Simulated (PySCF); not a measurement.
Electronic structure of O⁺ (oxygen, charge +1) at the UHF level

Configuration: [He] 2s2 2p3, high-spin 4S determinant. Computed with PySCF 2.14 in def2-QZVPPD (8s5p4d2f1g, 66 functions), with the non-relativistic Hamiltonian (point nucleus).

```json
{
  "Total energy": "-74.376846 hartree",
  "One-electron energy": "-98.4711 hartree",
  "Hartree (Coulomb) energy": "32.0084 hartree",
  "Exchange energy": "-7.9142 hartree",
  "Kinetic energy": "74.38453 hartree",
  "⟨S²⟩": "3.7555",
  "⟨L²⟩": "0.000",
  "Sum of ⟨r⟩": "5.809 bohr",
  "Sum of ⟨r²⟩": "7.334 bohr²",
  "Density at the nucleus (Gaussians lack the cusp)": "309 bohr⁻³",
  "Spin density at the nucleus": "0.238 bohr⁻³",
  "Langevin diamagnetic susceptibility": "-5.81 ×10⁻⁶ cm³/mol"
}
```

| shell | electrons | mean orbital energy (hartree) | rms radius, mean of both spins (bohr) |
| --- | --- | --- | --- |
| 1s α | 1 | -21.41052 | 0.230 |
| 1s β | 1 | -21.27725 | 0.230 |
| 2s α | 1 | -2.07147 | 1.20 |
| 2s β | 1 | -1.53089 | 1.20 |
| 2p α | 3 | -1.33083 | 1.20 |

Spin-orbit constants ζ (cm⁻¹) from the X2C one-electron operator on these orbitals (non-relativistic here): bare nucleus, nucleus screened by l(l+1)(2l+1)/3 electrons, and screened by the Breit-Pauli mean field of the electrons.

| shell | bare | screened nucleus | mean field |
| --- | --- | --- | --- |
| 2p | 285.8 | 214.4 | 185.6 |
